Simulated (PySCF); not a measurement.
C₇H₁₀B₂.
SMILES: `B1C=CB(C2CC2)C=C1`

Method: PySCF, TDDFT PBE0/def2-SVPD, vertical, gas phase, core orbitals frozen in the response. Geometry: PBE0-D3(BJ)/def2-SVP, one conformer, isolated molecule. Torsions of this conformer, `[BH:1]1[CH:2]=[CH:3][B:4]([CH:5]2[CH2:6][CH2:7]2)[CH:8]=[CH:9]1`: C3–B4–C5–C6 -144°.

```csv
state,E (eV),λ (nm),ν̃ (cm⁻¹),f,|μ| (D),"main configurations (H = HOMO, L = LUMO)"
S1,3.17,391.2,25570,0.0004,0.17,"H→L (84%), H-1→L (16%)"
S2,3.21,386.4,25880,0.0001,0.08,"H-1→L (82%), H→L (16%)"
S3,4.01,308.9,32370,0.0012,0.28,"H-3→L (77%), H-4→L (13%)"
S4,4.22,293.7,34050,0.0013,0.29,"H-4→L (85%), H-3→L (11%)"
S5,4.52,274.4,36450,0.296,4.15,H-2→L (91%)
S6,4.97,249.5,40080,0.0007,0.19,H-6→L (92%)
S7,5.33,232.6,42990,0.017,0.91,"H-5→L (91%), H→L+1 (8%)"
S8,5.88,210.9,47430,0.0002,0.09,H-8→L (92%)
S9,6.36,194.9,51300,0.0028,0.34,"H-1→L+1 (54%), H-9→L (24%), H-7→L (18%)"
S10,6.36,194.8,51330,0.018,0.86,"H-7→L (80%), H-1→L+1 (13%)"
```

Triplets (Tamm–Dancoff): T1 2.20 eV, H→L (95%); T2 2.80 eV, H-1→L (96%); T3 3.24 eV, H-2→L (61%), H-5→L (23%), H→L+1 (13%); T4 3.73 eV, H-4→L (52%), H-3→L (42%).

The lowest singlet lies at 3.17 eV (391 nm, visible) and is dark (f under 0.0005); its leading configuration is HOMO→LUMO (84%). The strongest level in the table is S5 at 4.52 eV (274 nm, f = 0.296). S9/S10 lie within about 0.01 eV of each other. Löwdin shares by element: HOMO carbon 84% or more (atoms not listed hold the other 16%); LUMO boron 36%, carbon 25% or more (atoms not listed hold the other 39%). Of the 10 states listed, 3 reach f = 0.01 and 3 stay under 0.0005. The oscillator strengths of these states sum to 0.337; summed over the whole spectrum of an exact calculation they would give the number of electrons, 62 (Thomas–Reiche–Kuhn). Orbital energies (eV): HOMO-3 -8.55, HOMO-2 -8.40, HOMO-1 -7.90, HOMO -7.51, LUMO -3.16, LUMO+1 0.09, LUMO+2 0.49. 2 computed singlets (S1 to S2) lie in the visible range (380 to 750 nm), S1 for one at 391 nm, dark in the vertical dipole picture (f under 0.0005); light of that wavelength is violet, and its complementary colour is yellow-green; a Tamm–Dancoff triplet lies at 563 nm, without intensity as long as spin–orbit coupling is left out. All these states lie below the vertical ionisation energy of 9.30 eV (ΔSCF). The window holds the lowest 10 singlets.
